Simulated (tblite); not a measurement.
C₆H₁₀FNSi₂.
SMILES: `FC1=CC(N([SiH3])[SiH3])=CC=C1`

Calculated harmonic vibrations of the isolated species, GFN2-xTB (tblite), most abundant isotopes, no scaling. Against measured fundamentals such values can be off by several per cent, at times by over 20. Modes of hydrogen on silicon can be 10 to 20 % off.

Harmonic wavenumbers (cm⁻¹): 45.1, 102.1, 135.9, 144.0, 156.6, 206.4, 243.7, 265.9, 311.0, 397.9, 423.5, 442.1, 486.9, 555.8, 567.2, 577.4, 579.5, 587.2, 638.6, 654.5, 767.4, 774.4, 779.7, 788.4, 793.2, 795.5, 798.6, 829.2, 858.2, 871.3, 918.5, 976.9, 992.4, 1015.8, 1114.3, 1154.3, 1185.4, 1250.7, 1309.6, 1330.2, 1437.3, 1472.0, 1575.3, 1602.9, 2217.6, 2226.0, 2271.1, 2278.2, 2287.9, 2297.7, 3084.6, 3096.1, 3109.1, 3118.6.

A = 1644, B = 641.3, C = 487.5 MHz; mass 171.034 u (most abundant isotopes); point group C1, symmetry number 1.

What is the zero-point energy?

Half the sum of the wavenumbers: 29450 cm⁻¹ = 84.20 kcal/mol.

What is S at 350 K and 1 bar for an ideal gas of classical rigid rotors and harmonic oscillators?

Translation 42.14, rotation 31.29, vibration 39.59: S = 113.0 cal/(mol K).

And Cp and H(350 K) − H(0)?

Cp = 53.39 cal/(mol K), of which vibrations give 45.44 (their classical limit is 54 R = 107.3); H(350 K) − H(0) = 10.47 kcal/mol without the zero-point energy, 7.68 from vibrations.

How do the functions run with temperature in this model?

| T (K) | S (cal/(mol K)) | Cp (cal/(mol K)) | H − H(0) (kcal/mol) | G − H(0) (kcal/mol) | ln q(vib) |
| --- | --- | --- | --- | --- | --- |
| 50 | 60.6 | 12.7 | 0.48 | -2.54 | 0.42 |
| 100 | 71.5 | 19.5 | 1.29 | -5.86 | 1.53 |
| 298.15 | 105.0 | 47.0 | 7.86 | -23.44 | 7.25 |
| 373.15 | 116.5 | 56.0 | 11.73 | -31.75 | 9.60 |
| 500 | 134.7 | 68.0 | 19.64 | -47.70 | 13.63 |
| 750 | 165.4 | 83.4 | 38.74 | -85.34 | 21.26 |
| 1000 | 190.8 | 92.9 | 60.87 | -129.97 | 28.25 |

q(vib) and H(0) count from the zero-point level.

What must be added to the electronic energy to get the Gibbs energy at 350 K and 1 bar?

ZPE + [H(350 K) − H(0)] − T·S = 84.20 + 10.47 − 39.56 = 55.11 kcal/mol.

Blend soft modes into free rotors: weight 1/[1 + (100 cm⁻¹/ν̃)⁴] for the oscillator and the rest for a rotor with moment μB/(μ + B), μ = h/(8π²ν), B = 10⁻⁴⁴ kg m². What vibrational entropy results?

37.55 cal/(mol K) in place of 39.59, which changes −T·S at 350 K by +0.71 kcal/mol.

Hindered rotation and anharmonicity are outside this model. The structure is chiral; the term R ln 2 for an equal mix with its mirror image is left out.

The values belong to the conformer `[F:1][c:2]1[cH:3][cH:4][cH:5][c:6]([N:7]([SiH3:8])[SiH3:9])[cH:10]1`: C5–C6–N7–Si8 32°.
